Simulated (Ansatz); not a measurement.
`CB(I)I`, relaxed with RKS PBE0-D4/def2-TZVP in Ansatz from a PBE-D4/def2-SVP geometry. The force threshold is 0.005 eV/Å; the program also tests the step.

The species carries charge 0 and has multiplicity 1. I takes the def2 core potential.

Start:

```xyz
7

C     0.313    0.412   -0.626
B    -0.296   -0.412    0.553
I    -0.468    0.473    2.502
I    -0.975   -2.427    0.287
H    -0.267    1.350   -0.769
H     0.350   -0.136   -1.586
H     1.343    0.740   -0.360
```

| step | energy (eV) | largest force (eV/Å) | largest move (Å) |
| --- | --- | --- | --- |
| 1 | -17965.2284 | 0.484 | 0.000 |
| 2 | -17965.2482 | 0.159 | 0.032 |
| 3 | -17965.2505 | 0.059 | 0.018 |
| 4 (rejected) | -17965.2503 | 0.162 | 0.009 |
| 5 | -17965.2507 | 0.011 | 0.004 |
| 6 | -17965.2507 | 0.002 | 0.003 |

End:

```xyz
7

C     0.312    0.411   -0.622
B    -0.293   -0.408    0.548
I    -0.464    0.470    2.478
I    -0.964   -2.404    0.283
H    -0.262    1.334   -0.761
H     0.345   -0.132   -1.566
H     1.326    0.730   -0.360
```

It took 14 s on 4 threads of an AMD EPYC 9R14 on a shared host, with 0.51 GiB of host memory at the peak.
